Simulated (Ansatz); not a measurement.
N-butylpyridinium tetrafluoroborate (C9H14BF4N): single points at one geometry.

```yaml
crystal:
  periodic: [false, false, false]
  atoms:
    - {symbol: C, position_ang: [-4.152482, 0.855263, 0.896859]}
    - {symbol: C, position_ang: [-3.085413, 0.046680, 0.169199]}
    - {symbol: C, position_ang: [-1.666754, 0.507897, 0.495586]}
    - {symbol: C, position_ang: [-0.628900, -0.321385, -0.248646]}
    - {symbol: N, position_ang: [0.746976, 0.127773, 0.049759]}
    - {symbol: C, position_ang: [1.334761, 1.044534, -0.745361]}
    - {symbol: C, position_ang: [2.613423, 1.500790, -0.472656]}
    - {symbol: C, position_ang: [3.302924, 0.977393, 0.620715]}
    - {symbol: C, position_ang: [2.691733, 0.001909, 1.407643]}
    - {symbol: C, position_ang: [1.411120, -0.417979, 1.088792]}
    - {symbol: H, position_ang: [-4.036973, 0.777273, 1.990343]}
    - {symbol: H, position_ang: [-5.163844, 0.503807, 0.642609]}
    - {symbol: H, position_ang: [-4.094008, 1.923796, 0.632247]}
    - {symbol: H, position_ang: [-3.184362, -1.023901, 0.423791]}
    - {symbol: H, position_ang: [-3.242874, 0.111217, -0.922528]}
    - {symbol: H, position_ang: [-1.490578, 0.436751, 1.585410]}
    - {symbol: H, position_ang: [-1.549782, 1.575724, 0.231116]}
    - {symbol: H, position_ang: [-0.663408, -1.389006, 0.005804]}
    - {symbol: H, position_ang: [-0.739106, -0.270303, -1.339493]}
    - {symbol: H, position_ang: [0.754112, 1.374909, -1.606673]}
    - {symbol: H, position_ang: [3.069446, 2.233620, -1.140083]}
    - {symbol: H, position_ang: [4.321919, 1.305739, 0.840127]}
    - {symbol: H, position_ang: [3.210384, -0.465815, 2.245919]}
    - {symbol: H, position_ang: [0.889075, -1.206243, 1.630967]}
    - {symbol: F, position_ang: [2.250911, -3.098395, -2.540986]}
    - {symbol: B, position_ang: [1.887912, -2.065206, -1.716051]}
    - {symbol: F, position_ang: [3.004815, -1.356820, -1.232116]}
    - {symbol: F, position_ang: [1.049696, -1.138183, -2.404095]}
    - {symbol: F, position_ang: [1.159278, -2.551872, -0.588176]}
basis:
  gaussian: {orbitals: def2-TZVP, initial_orbitals: start.molden}
hamiltonian: {xc: pbe0, dispersion: d4}
scf: {omitted_lower_state_checks: [starts]}
output: {orbitals: {seedname: orbitals}}
```

The file start.molden holds the orbitals of an earlier run on this structure, at another level or in another basis.

```sh
$ ansatz run in.yaml --threads 4 --pin off --events-out ev --progress --plain --max-ram 6963MiB
```

It prints (some lines left out):

```
Functional definition: PBE0
3184 factors; their error is unknown
mean field evaluation 1: about -22574.6708 eV, gradient 2.8e2 eV
mean field evaluation 2: about -22585.4384 eV, gradient 1.1e1 eV
mean field evaluation 4: about -22585.6290 eV, gradient 8.2e-1 eV
mean field evaluation 8: about -22585.6301 eV, gradient 8.7e-6 eV
mean field -22585.63005411 eV, -830.0065953986 hartree, gradient 8.7e-6 eV, S^2 0.000000; 0 other end points of the search recorded, 0 dependent functions left out
reference -22585.63010590 eV, -830.0065973020 hartree; 58, 58 occupied and 491, 491 virtual orbitals, 3184 factors
Total energy: -22586.35787683 eV, -830.0333423902 hartree
Checks for a lower state left out: starts
```

Hardware: 4 threads of Arm Neoverse N1 on a shared host. Wall time 76 s, peak host memory 3.5 GiB.

As the first input, with `gaussian: {orbitals: STO-3G}`, `hamiltonian: {xc: hf}` (abridged; 1.9 s):

```
Functional definition: HF
mean field -22181.64067511 eV, -815.1602595541 hartree, gradient 2.1e-5 eV, S^2 0.000000
Total energy: -22181.64067511 eV, -815.1602595541 hartree
Checks for a lower state left out: starts
```

First input, but with `gaussian: {orbitals: 6-31G}`, `hamiltonian: {xc: hf}` (abridged; 4.9 s):

```
Functional definition: HF
mean field -22471.67563380 eV, -825.8188476932 hartree, gradient 2.8e-5 eV, S^2 0.000000
Total energy: -22471.67563380 eV, -825.8188476932 hartree
Checks for a lower state left out: starts
```

The first input with `gaussian: {orbitals: 6-31G}`, `hamiltonian: {xc: {name: B3LYP}, dispersion: d4}` (abridged; 9.5 s):

```
Functional definition: B3LYP
mean field evaluation 16: about -22596.1071 eV, gradient 2.3e-4 eV
mean field -22596.10711245 eV, -830.3916201909 hartree, gradient 2.2e-5 eV, S^2 0.000000
Total energy: -22597.43374305 eV, -830.4403729662 hartree
Checks for a lower state left out: starts
```

The first input with `hamiltonian: {xc: r2scan, dispersion: d4}`, `output: {forces: true, orbitals: {seedname: orbitals}}` (abridged; 50 s):

```
Functional definition: r2SCAN
mean field -22599.05576053 eV, -830.4999810092 hartree, gradient 2.1e-5 eV, S^2 0.000000
Total energy: -22599.30352156 eV, -830.5090860593 hartree
Atom 0 force    -0.161701     0.152847     0.136060 eV/Å
Atom 1 force    -0.027249    -0.258635    -0.215384 eV/Å
Atom 2 force     0.095499     0.239265     0.196854 eV/Å
Atom 3 force    -0.125308    -0.260891    -0.209842 eV/Å
Atom 4 force     0.202499     0.078963     0.056983 eV/Å
Atom 5 force     0.063596     0.144647     0.020763 eV/Å
Atom 6 force    -0.030601    -0.030843     0.015599 eV/Å
Atom 7 force    -0.056028    -0.001361     0.001483 eV/Å
Atom 8 force    -0.033612     0.005623    -0.031926 eV/Å
Atom 9 force     0.067440     0.062053     0.134510 eV/Å
Atom 10 force    -0.019343     0.012401    -0.282681 eV/Å
Atom 11 force     0.271887     0.082074     0.058545 eV/Å
Atom 12 force    -0.005303    -0.277263     0.060439 eV/Å
Atom 13 force     0.019900     0.275986    -0.046539 eV/Å
Atom 14 force     0.033683     0.001220     0.278788 eV/Å
Atom 15 force    -0.047843     0.008311    -0.271738 eV/Å
Atom 16 force    -0.034394    -0.267104     0.055996 eV/Å
Atom 17 force    -0.027015     0.298338    -0.015658 eV/Å
Atom 18 force    -0.005903     0.042445     0.293821 eV/Å
Atom 19 force     0.168221    -0.118674     0.287698 eV/Å
Atom 20 force    -0.146770    -0.231245     0.206358 eV/Å
Atom 21 force    -0.313738    -0.100836    -0.067882 eV/Å
Atom 22 force    -0.165929     0.144109    -0.263587 eV/Å
Atom 23 force     0.147421     0.261373    -0.186942 eV/Å
Atom 24 force     0.011445     0.006944     0.003873 eV/Å
Atom 25 force    -0.042797    -0.030339    -0.014368 eV/Å
Atom 26 force     0.029221    -0.089595    -0.068497 eV/Å
Atom 27 force     0.067136    -0.092429    -0.040055 eV/Å
Atom 28 force     0.065587    -0.057383    -0.092674 eV/Å
Dipole moment:    -0.580469     1.748362     1.397884 e Å
Checks for a lower state left out: starts
```

Geometry: r2SCAN-D4/def2-SVP.

B3LYP takes the VWN-RPA correlation. The restricted singlet is unstable towards broken spin symmetry in Hartree–Fock (as tested in another run); at HF/STO-3G, HF/6-31G this wasn't settled.
